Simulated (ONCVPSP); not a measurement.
## An all-electron radial function and its pseudo partner (C (Z = 6))

Columns: radius, all-electron u(r) and pseudo u(r) of the 2p shell (level -5.29 eV) of carbon in the configuration [He] 2s2 2p2; PBE, scalar-relativistic, ONCV scheme, ONCVPSP 4.0.1.

```
r (bohr)  all-electron  pseudo
   0.093        0.0417  0.0172
   0.185        0.1288  0.0662
   0.278        0.2304  0.1427
   0.370        0.3286  0.2369
   0.463        0.4180  0.3408
   0.555        0.4937  0.4422
   0.648        0.5572  0.5349
   0.740        0.6081  0.6111
   0.833        0.6479  0.6695
   0.925        0.6764  0.7083
   1.018        0.6953  0.7294
   1.110        0.7056  0.7354
   1.203        0.7089  0.7304
   1.295        0.7061  0.7191
   1.388        0.6984  0.7046
   1.480        0.6869  0.6891
   1.573        0.6722  0.6727
   1.665        0.6552  0.6553
   1.758        0.6363  0.6362
   1.850        0.6162  0.6162
   1.943        0.5950  0.5950
   2.035        0.5735  0.5735
   2.128        0.5514  0.5514
   2.220        0.5296  0.5296
   2.313        0.5076  0.5076
   2.405        0.4862  0.4862
```

Question: How many radial nodes do the two functions have?

Answer: The all-electron 2p function has n − l − 1 = 0; the pseudo-wave has 0.

Question: At about which radius was the pseudo-wave matched?

Answer: 1.85 bohr. The columns agree to 0.0005 from 1.57 bohr on; several derivatives are matched, so the curves merge somewhat inside the radius.

Question: Is the pseudo-wave norm-conserving?

Answer: Yes: the ONCV scheme keeps the norm inside the radius equal to the all-electron one, which fixes the energy derivative of the logarithmic derivative at the level.
